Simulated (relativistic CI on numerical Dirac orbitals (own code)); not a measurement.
# Crystal-field levels of Ta4+, 5d

Calculated by Dirac-Coulomb-Breit CI, orbitals from a KLI potential per configuration, a model potential for QED, one configuration in a parametric crystal field, unscaled Slater integrals (own radial code).

Field parameters in Wybourne normalisation: Td as Oh with Dq negative (B⁴₀ = 21Dq, B⁴₄ = √(5/14) B⁴₀). The field is a parameter set, without covalency.

S and J are read from ⟨S²⟩ = S(S + 1) and ⟨J²⟩ = J(J + 1) of each level; they are not fictitious spins.

Td, 10Dq = -3800 cm⁻¹, the lowest 3 levels:

```csv
E (cm⁻¹),Degeneracy,Irrep,S,J
0.0,4,Γ8,0.50,1.62
6349,4,Γ8,0.50,2.42
8025,2,Γ7,0.50,2.50
```

Td, 10Dq = -6800 cm⁻¹, the lowest 3 levels:

| E (cm⁻¹) | Degeneracy | Irrep | S | J |
| --- | --- | --- | --- | --- |
| 0.0 | 4 | Γ8 | 0.50 | 1.76 |
| 8064 | 4 | Γ8 | 0.50 | 2.31 |
| 10383 | 2 | Γ7 | 0.50 | 2.50 |

Td, 10Dq = -9800 cm⁻¹, the lowest 3 levels:

| E (cm⁻¹) | Degeneracy | Irrep | S | J |
| --- | --- | --- | --- | --- |
| 0.0 | 4 | Γ8 | 0.50 | 1.86 |
| 10380 | 4 | Γ8 | 0.50 | 2.23 |
| 13041 | 2 | Γ7 | 0.50 | 2.50 |

The free-ion ground term has S = 1/2. Every field shown keeps that spin.

Levels of this model without a field, named by their leading LS term: ²D3/2 0, ²D5/2 5902 cm⁻¹.
